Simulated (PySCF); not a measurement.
BrHOSi, SMILES O[Si]Br (connectivity only; charge and spin as stated), neutral, multiplicity 1. Atoms are numbered in the order given.

```xyz
4

Si     0.6884    -1.1549     0.0000
Br    -0.0811     0.9907     0.0000
O     -0.7604    -1.9489     0.0000
H     -0.7166    -2.9125     0.0000
```
Charge 0, spin multiplicity 1.

The structure is a stationary point at B3LYP-D3(BJ)/def2-TZVP. One conformer was computed; it need not be the lowest.

Calculation: PySCF with PBE0/pcSseg-2.

GIAO shieldings, no solvent; atoms alike by connectivity are averaged. δ = σ(ref) − σ: ²⁹Si against TMS (σ = 341.9 ppm); ¹⁷O against H2O (σ = 327.8 ppm); ¹H against TMS (σ = 31.54 ppm), references at their B3LYP-D3(BJ)/def2-TZVP geometries, non-relativistic (without spin–orbit terms, shifts of atoms bonded to Cl or Br come out too high).

Problem. Estimate the chemical shifts. (An estimate is asked for; the answer gives what the named calculation found.)

Solution. 
```
nucleus  atoms  count  δ (ppm)
-------  -----  -----  -------
²⁹Si       Si1      1    229.8
¹⁷O         O3      1    277.0
¹H          H4      1     7.08
```
